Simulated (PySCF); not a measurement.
## Stretching CaBr

Set-up: basis Ca def2-TZVPP, Br def2-TZVPP; no relativity; PySCF 2.14. Energies in eV from Ca + Br in their ground configurations at the same level. All curves are PBE0. state 1: ²Σ⁺ (doublet), unpaired electrons σ ↑; state 2: quartet, unpaired electrons σ ↑, π ↑↑, a mixture of terms (⟨Lz²⟩ = 2.0), a second solution, started from another occupation.

```
R (Å)  state 1  state 2
2.234   -3.043   3.7349
2.338   -3.512   3.0090
2.442   -3.766   2.4976
2.520   -3.855   2.2189
2.598   -3.880   2.0093
2.676   -3.857   1.8531
2.780   -3.771   1.7074
2.910   -3.607   1.5966
3.066   -3.362   1.5298
3.273   -3.004   1.5024
```

Task: Put a parabola through the three lowest points of the state 1 curve and estimate Re, k and ωe (reduced mass 26.53 u; 1 eV/Å² = 0.16022 mdyn/Å; ωe = 1302.8·√(k/μ) cm⁻¹).

Result: Through R = 2.52, 2.598, 2.676 Å the second-order coefficient is 3.94 eV/Å², so Re ≈ 2.600 Å, k ≈ 1.26 mdyn/Å and ωe ≈ 284 cm⁻¹. A polynomial fit of higher order to the unrounded PBE0 energies gives Re = 2.596 Å, k = 1.28 mdyn/Å, ωe = 286 cm⁻¹; anharmonicity and rounding make the difference.

The higher-order fit for each curve: state 1: Re = 2.596 Å, ωe = 286 cm⁻¹, De = 3.88 eV; state 2: Re = 3.316 Å, ωe = 78.7 cm⁻¹, minimum 1.50 eV above the ground-state fragments.

Spin–orbit coupling is left out. Counting both spins, an empty level lies below a filled one in some of these solutions, because spin and occupation are held. The state is the lowest determinant that a PBE0 search found; another state may lie lower at other levels.
